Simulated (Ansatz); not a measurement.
Computed with Ansatz on PBE0-D4/def2-TZVP structures; ΔE is electronic, products minus reactants. CCSD(T)/CBS is the MP2 limit (def2-TZVPP, def2-QZVPP) plus CCSD(T) − MP2 in def2-TZVPP, frozen cores. This one scheme is used for every species. DFT in def2-TZVPP. B3LYP here is the variant with VWN-RPA as its local correlation; programs differ in this. One conformer a species, not always the lowest.

Reaction (ligand exchange at a B–S bond): `CSB(O)F` + H–F → `OB(F)F` + CH₃SH

| level | ΔE (eV) |
| --- | --- |
| LDA (SPW92) | -0.73 |
| PBE0-D4 | -0.74 |
| B3LYP-D4 | -0.83 |
| PBE-QIDH | -0.79 |
| CCSD/def2-SVP | -1.01 |
| SCS-MP2/def2-TZVPP | -0.83 |
| HF/CBS(def2) | -1.12 |
| MP2/CBS(def2) | -0.69 |

(1) What does CCSD(T)/CBS give? (An estimate is asked.)

Largest T1 diagnostic among the species: 0.012.

Answers

(1) The calculation gave: -0.76 eV. The listed levels differ from it by 0.03, 0.02, -0.07, -0.03, -0.25, -0.07, -0.36, 0.07 eV.

From BLYP to BHLYP (50 % exact exchange), in def2-TZVPP and without D4, ΔE moves by −0.08 eV. Leaving LDA and LC-ωPBE aside and taking each functional with its dispersion term where it has one, the values, not all of them listed here, spread over 0.25 eV, from BHLYP-D4 to revPBE-D4. At CCSD(T), def2-SVP lies −0.22 eV from the extrapolated value and def2-TZVPP −0.06 eV.
